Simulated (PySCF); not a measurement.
Molecule: SMILES CO[SiH](O)O (CH6O3Si). Atoms near the plane z = 0.6 Å, at the B3LYP/def2-SVP optimised geometry (x, y, z in Å): Si1 (-0.7, 0.3, 0.0), O2 (-1.3, 1.9, 0.0), O3 (1.0, 0.3, 0.0), H6 (-1.0, -0.4, 1.2), H7 (-1.2, 2.4, 0.8).

Level of theory: B3LYP/def2-TZVP in PySCF 2.14.0. The values are rescaled to run from 0 to 1.

```
|0000000000000000000000000000000|
|0000000000000000000000000000000|
|0000000000000000000000000000000|
|0000000000000000000000000000000|
|0000000001233100000000000000000|
|0000000013576410000000000000000|
|0000000135898630000000000000000|
|0000001246999731000000000000000|
|0000012457898630000000000000000|
|0000013567777530001210000000000|
|0000013567776520124432100000000|
|0000012356666421367764200000000|
|0000000123442112678876310000000|
|0000000001210002688987420000000|
|0000000013530002578987520000000|
|0000000026984111468887520000000|
|0000000148999851247876420000000|
|0000000148999971025665310000000|
|0000000037999961002343100000000|
|0000000014789851000111000000000|
|0000000001345420000000000000000|
|0000000000000000000000000000000|
|0000000000000000000000000000000|
|0000000000000000000000000000000|
|0000000000000000000000000000000|
|0000000000000000000000000000000|
|0000000000000000000000000000000|
|0000000000000000000000000000000|
|0000000000000000000000000000000|
|0000000000000000000000000000000|
|0000000000000000000000000000000|
```
Scale: ten equal steps from 0.000 (start of '0') to 1.00 (end of '9'), in the order '0123456789'; x runs from -4.50 to 4.50, y from -4.50 (bottom) to 4.50 (top).

Which quantity is mapped?
A) Laplacian of the electron density
B) deformation density (molecule minus spherical neutral atoms)
C) an orbital amplitude
D) electron localisation function

D, electron localisation function
